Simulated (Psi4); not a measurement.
C2H5F3Sn, singlet, at the geometry of the source list (core potentials on Sn); Psi4 with B3LYP/def2-TZVPD.

Here is a job for Psi4.
```
memory 2 GB

molecule mol {
0 1
C    -1.481400   -0.509600   -0.035600
C    -0.631600    0.683800    0.238800
Sn    1.586700    0.151000   -0.104800
F     1.652000   -1.535700   -1.232100
F     2.854200    1.432100   -1.016400
F     2.563100   -0.324400    1.603200
H    -1.222200   -1.344400    0.611000
H    -1.418500   -0.826500   -1.074500
H    -2.517100   -0.237900    0.174900
H    -0.608600    0.994600    1.278600
H    -0.776500    1.516900   -0.443100
}

set {
  basis def2-tzvpd
  reference rks
}

energy('b3lyp')
print_variables()
```

Question: What does Psi4 print? Leave out banner, timings and long lists.

Answer: 
```
   => Loading Basis Set <=

    Name: DEF2-TZVPD
    Role: ORBITAL
    Keyword: BASIS

    !!!  WARNING: ECP capability is in beta. Please check occupations closely.  !!!

         ---------------------------------------------------------
                                   SCF
               by Justin Turney, Rob Parrish, Andy Simmonett
                          and Daniel G. A. Smith
                              RKS Reference
         ---------------------------------------------------------

  ==> Geometry <==

    Molecular point group: c1
    Full point group: C1

    Geometry (in Angstrom), charge = 0, multiplicity = 1:

       Center              X                  Y                   Z               Mass
    ------------   -----------------  -----------------  -----------------  -----------------
         C           -2.902246158179    -0.568685287842     0.070431893010    12.000000000000
         C           -2.052446158179     0.624714712158     0.344831893010    12.000000000000
         SN           0.165853841821     0.091914712158     0.001231893010   119.902201630000
         F            0.231153841821    -1.594785287842    -1.126068106990    18.998403162730
         F            1.433353841821     1.373014712158    -0.910368106990    18.998403162730
         F            1.142253841821    -0.383485287842     1.709231893010    18.998403162730
         H           -2.643046158179    -1.403485287842     0.717031893010     1.007825032230
         H           -2.839346158179    -0.885585287842    -0.968468106990     1.007825032230
         H           -3.937946158179    -0.296985287842     0.280931893010     1.007825032230
         H           -2.029446158179     0.935514712158     1.384631893010     1.007825032230
         H           -2.197346158179     1.457814712158    -0.337068106990     1.007825032230

  Running in c1 symmetry.

  Rotational constants: A =      0.08563  B =      0.04663  C =      0.04601 [cm^-1]
  Rotational constants: A =   2567.21568  B =   1398.04896  C =   1379.25552 [MHz]
  Nuclear repulsion =  364.720729122892351

  Charge       = 0
  Multiplicity = 1
  Electrons    = 66
  Nalpha       = 33
  Nbeta        = 33

  ==> Algorithm <==

  SCF Algorithm Type is DF.
  DIIS enabled.
  MOM disabled.
  Fractional occupation disabled.
  Guess Type is SAD.
  Energy threshold   = 1.00e-06
  Density threshold  = 1.00e-06
  Integral threshold = 1.00e-12

  ==> Primary Basis <==

  Basis Set: DEF2-TZVPD
    Blend: DEF2-TZVPD
    Number of shells: 111
    Number of basis functions: 295
    Number of Cartesian functions: 335
    Spherical Harmonics?: true
    Max angular momentum: 3

  Core potential: DEF2-TZVPD
    Number of shells: 4
    Number of ECP primitives: 18
    Number of ECP core electrons: 28
    Max angular momentum: 3

  ==> DFT Potential <==

   => LibXC <=

    Version 7.1.2
    S. Lehtola, C. Steigemann, M. J. T. Oliveira, and M. A. L. Marques,  SoftwareX 7, 1–5 (2018) (10.1016/j.softx.2017.11.002)

   => Composite Functional: B3LYP <=

    B3LYP Hyb-GGA Exchange-Correlation Functional

    P. J. Stephens, F. J. Devlin, C. F. Chabalowski, and M. J. Frisch,  J. Phys. Chem. 98, 11623 (1994) (10.1021/j100096a001)

    Deriv               =              1
    GGA                 =           TRUE
    Meta                =          FALSE

    Exchange Hybrid     =           TRUE
    MP2 Hybrid          =          FALSE

   => Exchange Functionals <=

    0.0800   Slater exchange
    0.7200         Becke 88

   => Exact (HF) Exchange <=

    0.2000               HF

   => Correlation Functionals <=

    0.1900   Vosko, Wilk & Nusair (VWN5_RPA)
    0.8100   Lee, Yang & Parr

   => LibXC Density Thresholds  <==

    XC_HYB_GGA_XC_B3LYP:  1.00E-15

   => Molecular Quadrature <=

    Radial Scheme          =       TREUTLER
    Pruning Scheme         =           NONE
    Nuclear Scheme         =       TREUTLER

    Blocking Scheme        =         OCTREE
    BS radius alpha        =              1
    Pruning alpha          =              1
    Radial Points          =             75
    Spherical Points       =            302
    Total Points           =         237843
    Total Blocks           =           1816
    Max Points             =            256
    Max Functions          =            272
    Weights Tolerance      =       1.00E-15

   => Loading Basis Set <=

    Name: (DEF2-TZVPD AUX)
    Role: JKFIT
    Keyword: DF_BASIS_SCF

  ==> Integral Setup <==

  SCF_SUBTYPE=INCORE selected. In-core MEM_DF algorithm will be used.
  Using in-core AOs.

  ==> MemDFJK: Density-Fitted J/K Matrices <==

    J tasked:                   Yes
    K tasked:                   Yes
    wK tasked:                   No
    Algorithm:                 Core
    Schwarz Cutoff:           1E-12
    Mask sparsity (%):       7.4737
    Fitting Condition:        1E-10

   => Auxiliary Basis Set <=

  Basis Set: (DEF2-TZVPD AUX)
    Blend: DEF2-UNIVERSAL-JKFIT
    Number of shells: 201
    Number of basis functions: 689
    Number of Cartesian functions: 866
    Spherical Harmonics?: true
    Max angular momentum: 5

  Minimum eigenvalue in the overlap matrix is 1.3532886575E-05.
  Reciprocal condition number of the overlap matrix is 1.0977799987E-06.
    Using symmetric orthogonalization.

  ==> Pre-Iterations <==

  SCF Guess: Superposition of Atomic Densities via on-the-fly atomic UHF (no occupation information).

   -------------------------
    Irrep   Nso     Nmo
   -------------------------
     A        295     295
   -------------------------
    Total     295     295
   -------------------------

  ==> Iterations <==

                           Total Energy        Delta E     RMS |[F,P]|

   @DF-RKS iter SAD:  -591.31629094935249   -5.91316e+02   0.00000e+00
   @DF-RKS iter   1:  -592.86602277609154   -1.54973e+00   3.82962e-03 ADIIS/DIIS
   @DF-RKS iter   2:  -592.50670232086202    3.59320e-01   5.08116e-03 ADIIS/DIIS
   @DF-RKS iter   3:  -593.36169854855552   -8.54996e-01   9.68594e-04 ADIIS/DIIS
   @DF-RKS iter   4:  -593.38646144126096   -2.47629e-02   2.53737e-04 ADIIS/DIIS
   @DF-RKS iter   5:  -593.38757339865037   -1.11196e-03   1.61890e-04 ADIIS/DIIS
   @DF-RKS iter   6:  -593.38866890017857   -1.09550e-03   1.97945e-05 DIIS
   @DF-RKS iter   7:  -593.38868210860392   -1.32084e-05   7.19405e-06 DIIS
   @DF-RKS iter   8:  -593.38868405774065   -1.94914e-06   2.18845e-06 DIIS
   @DF-RKS iter   9:  -593.38868415828426   -1.00544e-07   1.21588e-06 DIIS
   @DF-RKS iter  10:  -593.38868419833852   -4.00543e-08   1.98767e-07 DIIS
  Energy and wave function converged.

  ==> Post-Iterations <==

   Electrons on quadrature grid:
      Ntotal   =   66.0000623343 ; deviation = 6.233e-05

    Orbital Energies [Eh]
    ---------------------

    Doubly Occupied:

[...]
    Virtual:

[...]
     295A    112.939899

    Final Occupation by Irrep:
              A
    DOCC [    33 ]
    NA   [    33 ]
    NB   [    33 ]

  @DF-RKS Final Energy:  -593.38868419833852

   => Energetics <=

    Nuclear Repulsion Energy =            364.7207291228923509
    One-Electron Energy =               -1627.4883245973526300
    Two-Electron Energy =                 719.7930987969208445
    DFT Exchange-Correlation Energy =     -50.4141875207991745
    Empirical Dispersion Energy =           0.0000000000000000
    VV10 Nonlocal Energy =                  0.0000000000000000
    Total Energy =                       -593.3886841983385239

Computation Completed

Properties will be evaluated at   0.000000,   0.000000,   0.000000 [a0]

Properties computed using the SCF density matrix

 Multipole Moments:

 ------------------------------------------------------------------------------------
     Multipole            Electronic (a.u.)      Nuclear  (a.u.)        Total (a.u.)
 ------------------------------------------------------------------------------------

 L = 1.  Multiply by 2.5417464519 to convert [e a0] to [Debye]
 Dipole X            :         24.8841517          -27.3361100           -2.4519583
 Dipole Y            :          6.8656984           -6.2015690            0.6641293
 Dipole Z            :         -0.9278681            1.2300321            0.3021640
 Magnitude           :                                                    2.5582163

 ------------------------------------------------------------------------------------

  Variable Map:
  ----------------------------------------------------------------------------
[...]
  Array Variable Map:
  ----------------------------------------------------------------------------
[...]
[...]
```
